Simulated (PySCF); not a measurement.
A run for PySCF: R-BP86/6-31G* on BH3OS (SMILES OBS), a point of a torsion scan.

```python
from pyscf import gto, scf, dft, mp
from pyscf.data.elements import chemcore

mol = gto.M(
    atom='''
    O    -1.16220811   -0.66110729    0.04577324
    B    -0.16454735    0.20168591    0.12466889
    S     1.46095375   -0.45130685    0.67511532
    H    -2.03504548   -0.36887069   -0.21723952
    H    -0.22725442    1.32411915   -0.23265576
    H     2.10245495   -0.09360532   -0.42941902
    ''',
    basis='6-31g*',
    cart=True,
    charge=0, spin=0, verbose=3, max_memory=1800)
mf = dft.RKS(mol, xc='b88,p86')
mf.conv_tol = 1e-8
mf.max_cycle = 100
mf.kernel()
if not mf.converged:
    mf = mf.newton().run(mf.mo_coeff, mf.mo_occ)
```

The log:

```
converged SCF energy = -500.136048505934
```

The calculation finished and met its thresholds.

Cost: around 8 core-seconds (rough).
